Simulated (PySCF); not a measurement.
# Reading the logs of faulty runs: ClH3NSi2

Calculated results; nothing here was measured. The program is PySCF 2.14.0, an open-source quantum chemistry code, run on an isolated molecule that a program drew, which may never have been made. The molecule is ClH3NSi2 (charge 0, doublet), drawn as the SMILES string `N=[Si]([SiH2])Cl`.

Each row is a Hartree-Fock (HF) and frozen-core CCSD(T) single point in the cc-pV(D+d)Z basis, meant for a local HF minimum. Run 1 is clean. Each other run has one planted mistake out of seven kinds, and not every kind appears here: one electron removed, one electron added, multiplicity raised by two, geometry at a saddle point, minimal basis STO-3G, one bond length entered in bohr, all coordinates scaled. The reference is restricted for singlets and unrestricted otherwise, and also for a bond in bohr. Adding or removing an electron swaps singlet and doublet. Electrons count all cores. HOMO and LUMO are orbital energies over both spins, the gradient is its largest component, and the lowest frequency (negative if imaginary) is given only where the gradient is small. Bond lengths are over the 6 bonds as drawn. T1 is the CCSD diagnostic: over 0.02 (restricted) or 0.045 (unrestricted) a single reference is doubtful.

Geometry of the clean run:
```xyz
7
ClH3NSi2, angstrom
N    -2.4795    2.8421   -2.5991
Si   -1.2350    1.8819   -2.6732
Si    0.6653    2.3280   -1.4486
Cl   -1.1431    0.0468   -3.6133
H    -3.3657    2.7222   -3.0544
H     1.8773    1.6851   -1.9939
H     0.8460    3.7669   -1.1817
```

```
run  electrons  basis functions  <S^2>  HOMO (eV)  LUMO (eV)  gradient (hartree/bohr)  lowest frequency (cm^-1)  mean bond (Å)  longest bond (Å)      T1  HF (hartree)  CCSD(T) (hartree)                          mistake
  1         55               98  0.844      -9.46       0.19                  3.7e-05                       123         1.6494             2.304  0.0258   -1093.56102        -1094.10132                         no fault
  2         55               98  1.078      -8.92       0.28                  3.8e-02                         -         1.7352             2.424  0.0479   -1093.54489        -1094.09095           all coordinates scaled
  3         55               98  1.498      -9.44      -0.14                  2.0e-02                         -         1.8683             2.790  0.0444   -1093.45533        -1093.98573  one bond length entered in bohr
  4         56               98  0.000      -1.65       7.44                  3.6e-02                         -         1.6494             2.304  0.0169   -1093.58535        -1094.15412                                ?
  5         55               98  0.857      -8.66       0.41                  3.8e-05                      -458         1.6379             2.254  0.0255   -1093.55675        -1094.09847                                ?
```

**Which mistake was planted in run 4, and what did it cost?**

It counts 56 electrons, one more than the clean run, at the same geometry and basis. So the mistake is: one electron added. Subtracting run 1 and multiplying by 627.51 kcal/mol a hartree, the energy moved by -15.3 kcal/mol in HF and -33.1 kcal/mol in CCSD(T).

**Which mistake was planted in run 5, and what did it cost?**

The gradient is small, so the point is stationary, but the lowest frequency is imaginary (-458 cm^-1). So the mistake is: geometry at a saddle point. Subtracting run 1 and multiplying by 627.51 kcal/mol a hartree, the energy moved by 2.7 kcal/mol in HF and 1.8 kcal/mol in CCSD(T).

Cautions from the logs. Run 2: T1 is over the limit, so its CCSD(T) energy is less reliable.
